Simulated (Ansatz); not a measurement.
`O[SiH2]S[SiH](Cl)Cl` + `N[SiH3]` → `[SiH3]N[SiH](Cl)Cl` + `O[SiH2]S`  (ligand exchange at the Si–S bond)

Isolated molecules relaxed with PBE0-D4/def2-TZVP in Ansatz; ΔE leaves out vibrations. CCSD(T)/CBS adds triple-zeta CCSD(T) − MP2 to the extrapolated MP2 energy (def2 sets, frozen cores). This one scheme is used for every species. DFT in def2-TZVPP. B3LYP here is the variant with VWN-RPA as its local correlation; programs differ in this. Each species was taken in one conformer, which may not be the lowest.

```csv
level,ΔE (kJ/mol),difference from CCSD(T)/CBS
PBE-D4,2.7,10.7
r2SCAN-D4,-4.2,3.8
PBE0-D4,-1.0,7.0
B3LYP-D4,-8.0,0.0
ωB97X-V,-9.3,-1.3
ωB97M-V,-7.8,0.2
B2PLYP,-13.3,-5.3
PBE,-1.9,6.1
r2SCAN,-5.2,2.8
PBE0,-5.1,2.9
B3LYP,-15.8,-7.8
HF/def2-TZVPP,-28.1,-20.1
MP2/def2-TZVPP,-7.2,0.8
SCS-MP2/def2-TZVPP,-13.0,-5.0
CCSD/def2-TZVPP,-16.7,-8.7
CCSD(T)/def2-TZVPP,-12.9,-4.9
HF/def2-QZVPP,-29.0,-21.0
MP2/def2-QZVPP,-4.7,3.3
SCS-MP2/def2-QZVPP,-10.7,-2.7
HF/CBS(def2),-29.1,-21.1
MP2/CBS(def2),-2.3,5.7
CCSD/CBS(def2),-11.8,-3.8
CCSD(T)/CBS,-8.0,0
```

Largest T1 diagnostic among the species: 0.011.

From PBE to PBE0 (25 % exact exchange), in def2-TZVPP and without D4, ΔE moves by −3.2 kJ/mol. In def2-TZVPP, CCSD(T) changes the Hartree–Fock value by +15.2 kJ/mol (the triples alone add +3.8 kJ/mol) and MP2 by +20.9 kJ/mol.
